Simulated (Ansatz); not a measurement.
Cost and result for the atomization energy of C6H11AlO3, SMILES `CC1=CC(C)=[O+][Al-]([CH3])([OH])[O]1` (21 atoms, 21 bonds).

Z-matrix (Å, degrees):
```
C
C 1 1.492
H 1 1.093 2 109.0
H 1 1.093 2 109.0 3 116.3
H 1 1.088 2 112.5 3 -121.9
O 2 1.272 1 115.7 3 -57.8
C 2 1.396 1 120.5 3 122.1
Al 6 1.837 2 127.7 1 -178.6
C 7 1.396 2 122.9 1 -179.5
H 7 1.080 2 118.6 1 -0.1
O 8 1.709 6 110.3 2 110.8
O 8 1.837 6 94.0 2 -2.5
C 8 1.943 6 111.5 2 -117.5
C 9 1.492 7 120.5 2 179.5
H 11 0.954 8 124.6 6 -51.2
H 13 1.094 8 112.3 6 51.9
H 13 1.094 8 111.4 6 172.3
H 13 1.094 8 111.4 6 -68.5
H 14 1.093 9 109.0 7 -122.2
H 14 1.093 9 109.0 7 121.5
H 14 1.088 9 112.5 7 -0.3
```

The species carries charge 0 and has multiplicity 1. All single points use the PBE0-D4/def2-TZVP geometry. It is one conformer, not always the lowest. Program: Ansatz. All runs use 4 threads of an AMD EPYC 7R13 on a shared host and a share of an NVIDIA H100 80 GB. Times are those of one run each, without the atoms' runs, and a repeat can differ threefold. Electronic energies, without spin–orbit coupling; frozen cores. CCSD(T)/CBS adds CCSD(T) − MP2 in def2-TZVPP to the MP2 limit, and its time is that of the two runs behind it. T1 = 0.015. B3LYP takes the VWN-RPA correlation (the form of Gaussian; ORCA's B3LYP/G). HSE06 is the plane-wave form, built on full-range PBE exchange.

CCSD(T)/CBS is a level of theory with its own doubt, some kJ/mol a heavy atom from the limit and from the frozen cores, so smaller differences don't rank the functionals.

```json
{"level": "r2SCANh-D4/def2-TZVPP", "functions": "475", "wall time": "2.9 s", "atomization (kcal/mol)": "2162.1", "difference from CCSD(T)/CBS": "0.7", "per bond": "0.0"}
{"level": "HSE06-D4/def2-TZVPP", "functions": "475", "wall time": "2.9 s", "atomization (kcal/mol)": "2175.3", "difference from CCSD(T)/CBS": "13.9", "per bond": "0.7"}
{"level": "LDA (SPW92)/def2-TZVPP", "functions": "475", "wall time": "2.9 s", "atomization (kcal/mol)": "2487.2", "difference from CCSD(T)/CBS": "325.8", "per bond": "15.5"}
{"level": "revPBE-D4/def2-TZVPP", "functions": "475", "wall time": "3.2 s", "atomization (kcal/mol)": "2161.1", "difference from CCSD(T)/CBS": "-0.3", "per bond": "0.0"}
{"level": "B3LYP-D4/def2-TZVPP (with forces)", "functions": "475", "wall time": "3.5 s", "atomization (kcal/mol)": "2162.3", "difference from CCSD(T)/CBS": "0.9", "per bond": "0.0"}
{"level": "CCSD(T)/def2-SVP", "functions": "199", "wall time": "3.5 s", "atomization (kcal/mol)": "2065.0", "difference from CCSD(T)/CBS": "-96.4", "per bond": "-4.6"}
{"level": "r2SCAN-D4/def2-TZVPP (with forces)", "functions": "475", "wall time": "4 s", "atomization (kcal/mol)": "2177.7", "difference from CCSD(T)/CBS": "16.3", "per bond": "0.8"}
{"level": "B2PLYP/def2-TZVPP", "functions": "475", "wall time": "4.3 s", "atomization (kcal/mol)": "2142.5", "difference from CCSD(T)/CBS": "-18.9", "per bond": "-0.9"}
{"level": "MP2/def2-QZVPP", "functions": "913", "wall time": "5 s", "atomization (kcal/mol)": "2189.2", "difference from CCSD(T)/CBS": "27.8", "per bond": "1.3"}
{"level": "B97M-V/def2-TZVPP", "functions": "475", "wall time": "5.5 s", "atomization (kcal/mol)": "2170.9", "difference from CCSD(T)/CBS": "9.5", "per bond": "0.5"}
{"level": "PBE0-D4/def2-TZVPP", "functions": "475", "wall time": "6 s", "atomization (kcal/mol)": "2173.7", "difference from CCSD(T)/CBS": "12.3", "per bond": "0.6"}
{"level": "CCSD(T)/def2-TZVPP", "functions": "475", "wall time": "51 s", "atomization (kcal/mol)": "2108.3", "difference from CCSD(T)/CBS": "-53.1", "per bond": "-2.5"}
{"level": "CCSD(T)/CBS(def2)", "functions": "–", "wall time": "56 s", "atomization (kcal/mol)": "2161.4", "difference from CCSD(T)/CBS": "0.0", "per bond": "0.0"}
```

From PBE to PBE0 (25 % exact exchange), in def2-TZVPP and without D4, the atomization energy moves by −42.4 kcal/mol: exact exchange takes away binding that semilocal exchange gives to molecules. At CCSD(T), def2-SVP lies −96.4 kcal/mol from the extrapolated value and def2-TZVPP −53.1 kcal/mol: correlation converges slowly with the basis, and small sets miss more of it in the bonded molecule than in its fragments. Leaving LDA and LC-ωPBE aside and taking each functional with its dispersion term where it has one, the values, not all of them listed here, spread over 123.6 kcal/mol, from BHLYP-D4 to PBE-D4. LDA lies +281.8 kcal/mol from PBE without D4, its usual overbinding.
